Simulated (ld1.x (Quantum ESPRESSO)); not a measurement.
Before and after: RRKJ potential for S (Z = 16)

S, norm-conserving RRKJ (Kleinman–Bylander form), made with ld1.x (Quantum ESPRESSO) 7.5 (PW91, non-relativistic). Core [Ne], reference 3s2 3p4. Waves: 3s (bound): rc 1.40 bohr; 3p (bound): rc 1.40 bohr. Local part: the p channel. Core correction: a·sin(br)/r model core inside 1.30 bohr. rho0 = 0.02.

Change: all radii but the core radius scaled by about 1.37 (s 1.92, p 1.92 bohr).

Cutoffs: the cutoffs (Ry, on a coarse ladder) from which the occupation-weighted sum of valence levels, in a spherical-Bessel basis at the reference potential, stays within 10 and 1 mRy of its value at 400 Ry; they do not see the model core or the augmentation charge, which bear on the density cutoff. Errors are all-electron minus pseudo energies relative to the spin-unpolarised reference configuration.

**Question.** What does the change do?

**Answer.** The potential gets softer (55 Ry and 80 Ry → 21 Ry and 40 Ry); of the 7 tests that both files solve, the error grows in 4 and shrinks in 2 by more than 15 % and 0.3 meV (median size 7.0 → 3.5 meV); neither file shows a bound ghost. A larger radius leaves more room for a smooth pseudo-wave, so fewer plane waves are needed.

| quantity | base | changed |
| --- | --- | --- |
| cutoff, loose | 55 Ry | 21 Ry |
| cutoff, tight | 80 Ry | 40 Ry |
| loose cutoff by channel (10 mRy a level) | s 40 Ry, p 10 Ry | s 18 Ry, p 10 Ry |
| bound ghosts | none | none |
| error for 3s2 3p3, meV [ΔE 11.83 eV] | +2.8 | +3.5 |
| error for 3s2 3p2, meV [ΔE 34.19 eV] | +18 | +22 |
| error for 3s2 3p1, meV [ΔE 68.32 eV] | +60 | +72 |
| error for 3s1 3p4, meV [ΔE 22.57 eV] | +7.0 | +2.7 |
| error for 3s1 3p5, meV [ΔE 10.18 eV] | +2.2 | -1.5 |
| error for 3s2 3p0, meV [ΔE 115.22 eV] | +150 | +177 |
| error for 3s2 3p3.5, meV [ΔE 4.69 eV] | +0.5 | +0.7 |
